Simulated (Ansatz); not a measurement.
Compare A (`C=C[SiH2]BF`) with its isomer B (`C[C@H]1B[Si@@H]1F`).

Calculated with Ansatz (gas phase, PBE0-D4/def2-TZVP geometries, no zero-point term in ΔE). CCSD(T)/CBS is the MP2 limit (def2-TZVPP, def2-QZVPP) plus CCSD(T) − MP2 in def2-TZVPP, frozen cores. DFT in def2-TZVPP. B3LYP here is the variant with VWN-RPA as its local correlation; programs differ in this. One conformer a species, not always the lowest.

Problem. Which isomer does CCSD(T)/CBS put lower? Give the gap. (Estimate.)

Solution. Ansatz gave: A, by 11.8 kcal/mol.

Problem. Give E(B) − E(A) in kcal/mol with r2SCAN-D4, B3LYP, PBE-D4, CCSD/def2-TZVPP, B2PLYP, MP2/def2-TZVPP, B3LYP-D4. (Best estimate.)

Solution. The calculation gave: r2SCAN-D4 8.0, B3LYP 13.2, PBE-D4 6.1, CCSD/def2-TZVPP 15.0, B2PLYP 12.4, MP2/def2-TZVPP 9.1, B3LYP-D4 12.4. None reverses the order clearly.

Largest T1 diagnostic: 0.014.

From PBE to PBE0 (25 % exact exchange), in def2-TZVPP and without D4, E(B) − E(A) moves by +2.5 kcal/mol. In def2-TZVPP, CCSD(T) changes the Hartree–Fock value by −14.8 kcal/mol (the triples alone add −2.3 kcal/mol) and MP2 by −18.4 kcal/mol.
